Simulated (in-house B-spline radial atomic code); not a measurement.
The numbers below are computed, except where a source is named.
**Nb in electron gases of falling density**

A nucleus sits in a uniform electron gas with a rigid positive background. The Kohn-Sham equations are solved self-consistently in the spin-unpolarised LDA (PW92), non-relativistic, on B-splines with outgoing waves at the boundary and partial waves to l = 8. The model has no lattice, no bands and no magnetic solution. Atomic units; δ_l are the phase shifts at the Fermi level, counted so that each bound state adds π, and good to about 0.0005. A narrow, partly filled d or f resonance in a thin gas would split by spin, so such rows rest on a solution that is probably unstable.

```json
{"r_s (bohr)": "1.5", "k_F": "1.2794", "δ0/π": "3.531", "δ1/π": "2.764", "δ2/π": "1.601", "shallowest bound level (hartree)": "p -0.513", "σ_tr (bohr²)": "30.81", "Q (a.u.)": "2.789"}
{"r_s (bohr)": "1.65", "k_F": "1.1631", "δ0/π": "3.588", "δ1/π": "2.808", "δ2/π": "1.604", "shallowest bound level (hartree)": "p -0.567", "σ_tr (bohr²)": "38.04", "Q (a.u.)": "2.351"}
{"r_s (bohr)": "1.8", "k_F": "1.0662", "δ0/π": "3.637", "δ1/π": "2.844", "δ2/π": "1.602", "shallowest bound level (hartree)": "p -0.616", "σ_tr (bohr²)": "46.48", "Q (a.u.)": "2.029"}
{"r_s (bohr)": "2", "k_F": "0.9596", "δ0/π": "3.694", "δ1/π": "2.882", "δ2/π": "1.597", "shallowest bound level (hartree)": "p -0.678", "σ_tr (bohr²)": "59.53", "Q (a.u.)": "1.705"}
{"r_s (bohr)": "2.07", "k_F": "0.9271", "δ0/π": "3.713", "δ1/π": "2.893", "δ2/π": "1.594", "shallowest bound level (hartree)": "p -0.698", "σ_tr (bohr²)": "64.54", "Q (a.u.)": "1.611"}
{"r_s (bohr)": "2.2", "k_F": "0.8723", "δ0/π": "3.745", "δ1/π": "2.911", "δ2/π": "1.588", "shallowest bound level (hartree)": "p -0.733", "σ_tr (bohr²)": "74.40", "Q (a.u.)": "1.455"}
{"r_s (bohr)": "2.4", "k_F": "0.7996", "δ0/π": "3.791", "δ1/π": "2.933", "δ2/π": "1.579", "shallowest bound level (hartree)": "p -0.781", "σ_tr (bohr²)": "90.85", "Q (a.u.)": "1.255"}
{"r_s (bohr)": "2.67", "k_F": "0.7188", "δ0/π": "3.849", "δ1/π": "2.955", "δ2/π": "1.565", "shallowest bound level (hartree)": "p -0.837", "σ_tr (bohr²)": "115.27", "Q (a.u.)": "1.039"}
{"r_s (bohr)": "3", "k_F": "0.6397", "δ0/π": "3.914", "δ1/π": "2.974", "δ2/π": "1.548", "shallowest bound level (hartree)": "p -0.891", "σ_tr (bohr²)": "148.45", "Q (a.u.)": "0.840"}
{"r_s (bohr)": "3.3", "k_F": "0.5816", "δ0/π": "3.969", "δ1/π": "2.984", "δ2/π": "1.533", "shallowest bound level (hartree)": "p -0.929", "σ_tr (bohr²)": "182.10", "Q (a.u.)": "0.704"}
{"r_s (bohr)": "3.6", "k_F": "0.5331", "δ0/π": "4.021", "δ1/π": "2.990", "δ2/π": "1.519", "shallowest bound level (hartree)": "p -0.96", "σ_tr (bohr²)": "219.71", "Q (a.u.)": "0.599"}
{"r_s (bohr)": "4", "k_F": "0.4798", "δ0/π": "4.086", "δ1/π": "2.993", "δ2/π": "1.503", "shallowest bound level (hartree)": "p -0.991", "σ_tr (bohr²)": "277.35", "Q (a.u.)": "0.496"}
```

Q = n k_F σ_tr, with n = 3/(4π r_s³).

Question: How does the screening charge move between partial waves as the gas thins?

Answer: By (2/π)(2l + 1) δ_l, at r_s = 1.5 it is s 7.06, p 16.59, d 16.01, f and beyond 1.33, and at r_s = 4 s 8.17, p 17.96, d 15.03, f and beyond -0.18. The free atom is [Kr] 4d4 5s1.

Question: What end-to-end powers of r_s do the first and last rows give for σ_tr and Q?

Answer: σ_tr goes as r_s^+2.24 and Q as r_s^-1.76. Since n k_F/k_F² goes as r_s⁻², Q = 4π n Σ/k_F would fall as r_s⁻² at fixed phase shifts; the sum Σ (l + 1) sin²(δ_l − δ_(l+1)) is 4.014 in the first row and 5.081 in the last, and ranges from 4.01 to 5.08 between them, so these powers are no law.
